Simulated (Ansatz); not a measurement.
The cluster Al7H, relaxed as a singlet with RKS B3LYP-D4/def2-SVP in Ansatz, starting from the GFN1-xTB geometry. Force threshold 0.02 eV/Å.

The structure comes from a short search, and lower isomers may exist.

Start:

```tsv
atom	x (Å)	y (Å)	z (Å)
Al1	-0.6643	0.8494	-1.1536
Al2	-2.2762	-1.1845	-0.7998
Al3	1.6366	-0.4423	-1.0737
Al4	0.0390	-2.4404	-1.0564
Al5	-0.8814	1.4531	1.3332
Al6	-2.7092	-0.4179	1.5827
Al7	1.7786	1.1500	1.3562
H8	3.0771	1.0326	-0.1886
```

**Question.** Estimate the energy that the relaxation releases and the steps that it takes.

**Answer.** 1.12 eV, in 17 steps; 39 s on 4 threads of Arm Neoverse V1 on a shared host. No frequencies were taken in this run, so the end may be a saddle point.

**Question.** Does the start keep its bonding?

**Answer.** Bonds formed: Al1–Al4, Al1–Al6, Al1–Al7, Al3–H8 (atoms count from 1). The end is the same structure that another start reached, the lowest one found.

**Question.** Predict the relaxed structure.

**Answer.** 
Cartesian coordinates in Å:
```
Al -0.583 0.549 -0.658
Al -2.546 -1.214 -1.291
Al 1.696 -0.556 -0.498
Al -0.156 -2.187 -1.161
Al -0.313 1.038 2.020
Al -2.317 -0.289 1.111
Al 1.459 1.956 0.393
H 2.760 0.702 0.083
```
Bond lengths (bridged metal pairs left out): 12 × Al–Al 2.54 to 2.81 Å; 1 × Al–H 1.75 Å.
